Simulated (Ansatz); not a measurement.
The same path of FGe2H5 + H2S (11 atoms, charge 0, multiplicity 1) was run 3 times with different band settings. Lost on the way: Ge1–F2, S9–H11. Made: Ge1–S9, F2–H11.

Method: RHF/def2-SVP in Ansatz 0.2.0.

Relaxed end points:

```xyz
11
Properties=species:S:1:pos:R:3
Ge -0.285 0.378 -0.320
F 0.598 -0.025 1.135
H 0.744 1.041 -1.240
H -1.340 1.395 0.125
Ge -1.236 -1.701 -1.216
H -2.054 -2.405 -0.132
H -2.166 -1.309 -2.375
H -0.130 -2.615 -1.743
S 1.261 -3.451 1.742
H 0.303 -3.615 2.657
H 1.271 -2.119 1.844
```

```xyz
11
Properties=species:S:1:pos:R:3
Ge 0.520 -0.409 -0.316
F -1.442 -1.145 2.490
H 1.545 -0.079 -1.407
H 0.045 0.886 0.340
Ge -1.311 -1.807 -1.180
H -1.943 -2.613 -0.047
H -2.362 -0.912 -1.848
H -0.734 -2.767 -2.231
S 1.602 -1.486 1.370
H 1.612 -2.704 0.821
H -0.568 -1.388 2.483
```

Common settings: movable images 7; climbing image yes; spring 5.0 eV/Å²; optimiser quadratic models (default); iteration limit 60; end points relaxed.

| run | start path | force threshold |
| --- | --- | --- |
| 1 | through a guess of the saddle point | 0.05 eV/Å |
| 2 | through a guess of the saddle point | 0.5 eV/Å |
| 3 | straight line | 0.05 eV/Å |

Question: What does each run give, and how far can it be trusted?

Answer: Run 1: converged after 28 iterations, highest image 2.034 eV above the first end. Neighbouring images differ by up to 1.7 eV, so the band resolves the path poorly. A vibrational analysis at the climbing image gives one clearly imaginary mode, 394i cm⁻¹: a first-order saddle point.
Run 2: converged after 22 iterations, highest image 2.050 eV above the first end. The threshold of 0.5 eV/Å is loose, so the images may lie well off the minimum-energy path. Neighbouring images differ by up to 1.6 eV, so the band resolves the path poorly. The order of the point at the top wasn't checked.
Run 3: converged after 29 iterations, highest image 2.034 eV above the first end. Neighbouring images differ by up to 1.6 eV, so the band resolves the path poorly. Another band between the same ends (7 images) ends at a top of the same energy, where a vibrational analysis finds 1 clearly imaginary mode.
The orbitals stay closed-shell, which can raise the energy where a bond breaks towards radicals; this wasn't checked here.
